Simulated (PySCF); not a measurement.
# Reading the logs of faulty runs: BCH6Si2

Calculated results; nothing here was measured. They come from PySCF 2.14.0, an open-source quantum chemistry program, on an isolated molecule that a program drew, which may never have been made. The molecule is BCH6Si2 (charge 0, doublet), drawn as the SMILES string `C=B[SiH2][SiH2]`.

Each row is a Hartree-Fock (HF) and frozen-core CCSD(T) single point in the cc-pV(D+d)Z basis, meant for a local HF minimum. Run 1 is clean. Each other run has one planted mistake out of seven kinds, and not every kind appears here: one electron removed, one electron added, multiplicity raised by two, geometry at a saddle point, minimal basis STO-3G, one bond length entered in bohr, all coordinates scaled. The reference is restricted for singlets and unrestricted otherwise, and also for a bond in bohr. Adding or removing an electron swaps singlet and doublet. Electrons count all cores. HOMO and LUMO are orbital energies over both spins, the gradient is its largest component, and the lowest frequency (negative if imaginary) is given only where the gradient is small. Bond lengths are over the 9 bonds as drawn. T1 is the CCSD diagnostic: over 0.02 (restricted) or 0.045 (unrestricted) a single reference is doubtful.

Geometry of the clean run:
```xyz
10
BCH6Si2, angstrom
C    -1.4333   -1.9581    0.0670
B    -0.7555   -1.8765   -1.1409
Si    0.3257   -1.7766   -2.8229
Si    2.5999   -2.0743   -2.2560
H    -0.9169   -2.1257    1.0075
H    -2.5124   -1.8590    0.1351
H    -0.0750   -2.8391   -3.7741
H     0.1631   -0.4590   -3.4798
H     3.1208   -1.0096   -1.3654
H     2.8819   -3.4045   -1.6648
```

```
run,electrons,basis functions,<S^2>,HOMO (eV),LUMO (eV),gradient (hartree/bohr),lowest frequency (cm^-1),mean bond (Å),longest bond (Å),T1,HF (hartree),CCSD(T) (hartree),mistake
1,45,104,0.765,-8.78,0.57,8.9e-06,85,1.5391,2.363,0.0172,-643.82042,-644.29094,no fault
2,46,104,0.000,-1.31,6.38,3.7e-02,-,1.5391,2.363,0.0245,-643.82845,-644.33642,one electron added
3,45,104,0.762,-8.92,0.60,1.5e-02,-,1.5114,2.320,0.0165,-643.81735,-644.28595,all coordinates scaled
4,45,34,0.908,-6.13,5.79,2.7e-02,-,1.5391,2.363,0.0361,-636.34312,-636.57298,minimal basis STO-3G
5,44,104,0.000,-12.76,-6.94,4.7e-02,-,1.5391,2.363,0.0190,-643.52816,-643.99066,one electron removed
6,45,104,1.697,-8.70,0.63,2.0e-02,-,1.6855,2.799,0.0463,-643.71419,-644.17235,?
```

**Which mistake was planted in run 6, and what did it cost?**

The mean bond changes by a factor of 1.095 and the longest by 1.185, so the molecule wasn't scaled as a whole. A length L in bohr read as angstrom grows by (1/0.5292 - 1) L = 0.890 L. The 9 bonds together grew by 9 x 0.1464 = 1.318 Å, which gives L = 1.481 Å. That is the length of one of the H-Si bonds, 1.481 Å in the clean geometry. So the mistake is: one bond length entered in bohr. Subtracting run 1 and multiplying by 627.51 kcal/mol a hartree, the energy moved by 66.7 kcal/mol in HF and 74.4 kcal/mol in CCSD(T).

Cautions from the logs. Run 2: T1 is over the limit, so its CCSD(T) energy is less reliable; run 6: T1 is over the limit, so its CCSD(T) energy is less reliable.
